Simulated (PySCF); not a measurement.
Input of a run (PBE0-D3(BJ)/def2-SVP geometry optimisation, gas phase (PySCF 2.14.0)), started from GFN2-xTB:
```
{"job": {"xc": "PBE0", "basis": "def2-SVP", "d3": "d3bj", "grid": 1, "shake": 0.01, "kind": "geom"}, "charge": 0, "multiplicity": 1}
C      1.745940     0.400040     0.260070
N      0.880100    -0.753780     0.293520
Si    -0.688000    -0.864830    -0.449090
C     -1.639010     0.663040     0.071410
H      1.099410     1.302440     0.360550
H      2.440310     0.403640     1.075310
H      2.292050     0.516530    -0.683840
H      1.456820    -1.586270     0.294660
H     -1.216870    -2.100410     0.127250
H     -0.672670    -0.929250    -1.906280
H     -1.584360     0.856580     1.146820
H     -2.720480     0.512270    -0.130950
H     -1.387410     1.563120    -0.469750
```

Output (energies in Eh, forces in Eh/bohr):
```
step   0  E = -425.41424912  max force = 0.033212
step   1  E = -425.41889990  max force = 0.006869
step   2  E = -425.41943461  max force = 0.001840
step   3  E = -425.41951687  max force = 0.000839
step   4  E = -425.41957545  max force = 0.001096
step   5  E = -425.41963434  max force = 0.001340
step   6  E = -425.41969369  max force = 0.001028
step   7  E = -425.41973463  max force = 0.000716
step   8  E = -425.41975345  max force = 0.000482
step   9  E = -425.41976079  max force = 0.000318
optimisation converged
```

Task: Summarise the run.

Result: The energy falls by 3.5 kcal/mol over 10 energy and gradient evaluations, the largest force component goes from 0.0332 to 3.2e-04 Eh/bohr, and the atoms move by 0.217 Å rms after alignment. The bond that changes most is Si3–H10 (SiH2 silicon to Si–H hydrogen), which lengthens by 0.048 Å. Bonds longer at the end by more than 0.005 Å: 6 of 12; shorter: 2. Among the angles that change most is C1–N2–H8, from 108.4° to 113.6°. Among the dihedrals that turn most is H8–N2–Si3–H9, from 47° to 26°. The energy never rose by more than 1e-6 Eh on the way. The first step brought 84 % of the lowering.

Task: What are the final bond lengths?

Result: C1–N2 1.442 Å, N2–Si3 1.736 Å, Si3–C4 1.875 Å, C1–H5 1.102 Å, C1–H6 1.103 Å, C1–H7 1.109 Å, N2–H8 1.014 Å, Si3–H9 1.496 Å, Si3–H10 1.507 Å, C4–H11 1.101 Å, C4–H12 1.101 Å, C4–H13 1.102 Å. Numbering counts from 1 in the input's order; the species is `CN[SiH2]C`.

The run used 105 basis functions and 62 SCF cycles in all. Hardware: an Arm Neoverse N1 with one thread, on a shared host. Cost: 59 s of wall time, 0.43 GiB resident at most.

Whether it is a minimum is left open (no frequencies). One conformer, not necessarily the lowest.
